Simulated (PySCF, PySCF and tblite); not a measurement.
A run on one conformer of C5H10O2S, numbered as in [CH3:1][C:2](=[O:3])[O:4][C@H:5]([CH3:6])[CH2:7][SH:8], from an ensemble study. The sound level was PBE0/pcSseg-1 on GFN2-xTB geometries.

Input:

```
{"job": {"xc": "PBE0", "basis": "pcSseg-1", "scf": {"max_cycle": 100}, "kind": "nmr", "pop": false}, "charge": 0, "multiplicity": 2}
C      2.959765    -0.194435     0.196684
C      1.567754     0.279769     0.514407
O      1.294540     1.233237     1.194423
O      0.653648    -0.503947    -0.069214
C     -0.726300    -0.183216     0.150623
C     -1.534417    -1.453211    -0.056466
C     -1.136854     0.930888    -0.812382
S     -2.817235     1.538924    -0.471158
H      3.021302    -1.271532     0.323063
H      3.183495     0.040406    -0.841848
H      3.672483     0.308626     0.842472
H     -0.828740     0.181771     1.182384
H     -1.251192    -2.202973     0.676820
H     -2.592885    -1.232058     0.048185
H     -1.347843    -1.848237    -1.051851
H     -1.153762     0.562532    -1.837938
H     -0.447942     1.772417    -0.738419
H     -2.535138     2.081091     0.711002
```

Command: OMP_NUM_THREADS=1 python ens_run.py task.json out

Output:

```
RuntimeError: Electron number 72 and spin 1 are not consistent
Note mol.spin = 2S = Nalpha - Nbeta, not 2S+1
```

Task: What is wrong with this calculation?

Result: The setting at fault: wrong multiplicity. The input was rejected before any iteration.
